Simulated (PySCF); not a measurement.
## Radial density of Yb⁺ (ytterbium, charge +1)

B2PLYP, [Xe] 4f14 6p1, 2P determinant (an excited configuration). Calculation: PySCF 2.14, in x2c-TZVPPall (11s7p7d4f2g, 113 functions); scalar relativity by spin-free X2C-1e.

| r (bohr) | 4πr²ρ (e/bohr) | 4πr²(ρα − ρβ) |
| --- | --- | --- |
| 0.0143 | 96.07 | 0.0007 |
| 0.0241 | 83.36 | 0.0021 |
| 0.0405 | 104.6 | 0.0037 |
| 0.0682 | 124.0 | 0.0010 |
| 0.115 | 96.30 | 0.0028 |
| 0.193 | 108.7 | 0.0041 |
| 0.324 | 54.11 | 0.0070 |
| 0.546 | 59.06 | 0.0014 |
| 0.918 | 19.78 | 0.0438 |
| 1.54 | 7.533 | 0.0128 |
| 2.60 | 0.8373 | 0.1023 |
| 4.37 | 0.2680 | 0.2644 |
| 7.35 | 0.05709 | 0.0571 |
| 12.4 | 0.002292 | 0.0023 |

Densities and radii are taken from the X2C orbitals without a picture-change correction, which distorts them close to the nucleus.

Spin-orbit coupling, absent here, splits the open shell strongly.
